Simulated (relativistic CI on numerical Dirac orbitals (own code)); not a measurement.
# What each ingredient does to the levels of Fe²⁴⁺

Base calculation: Dirac-Coulomb-Breit CI, KLI orbitals optimised for each configuration, a model potential for QED, unscaled Slater integrals.

CI space: 1s2, 1s.2s, 1s.2p, 1s.3s, 1s.3p, 1s.3d, 1s.4s, 1s.4p, 1s.4d, 1s.4f, 1s.5s, 1s.5p, 1s.5d, 1s.5f, 1s.5g, 1s.6s, 1s.6p, 1s.6d. Levels of other configurations are missing.

Variants: (1) QED terms removed. Shifts of the energy above 1s2 1S_0, in eV, for the lowest level and the first level of each name with at least 55 % of one term (blank where a level changes its place among those of its configuration and J or its character, or is not in the variant):

| Level | Base | Δ(1) |
| --- | --- | --- |
| 1s2 1S_0 | 0.00 | 0.00 |
| 1s.2s 3S_1 | 6635.17 | +3.20 |
| 1s.2p 3P°_0 | 6664.21 | +3.72 |
| 1s.2p 3P°_1 | 6666.25 | +3.72 |
| 1s.2s 1S_0 | 6666.72 | +3.21 |
| 1s.2p 3P°_2 | 6680.96 | +3.68 |
| 1s.2p 1P°_1 | 6699.47 | +3.69 |
| 1s.3s 3S_1 | 7861.79 | +3.56 |
| 1s.3p 3P°_0 | 7869.81 | +3.71 |
| 1s.3s 1S_0 | 7870.22 | +3.55 |
| 1s.3p 3P°_1 | 7870.40 | +3.71 |
| 1s.3p 3P°_2 | 7874.79 | +3.70 |
| 1s.3d 3D_2 | 7879.02 | +3.71 |
| 1s.3d 3D_1 | 7879.10 | +3.71 |

At this charge energies of transitions that change n are usually good to better than 1 %, and those within a shell (Δn = 0) to a few per cent.

Ionisation energy from the two ground configurations alone: base 8826.63 eV; QED terms removed 8830.34 eV. The NIST ASD value (theoretical) is 8828.19 eV.

LS names give the leading component of a level, which can be under half, so a name can repeat, a term be missing and a line seem to break the LS rules.
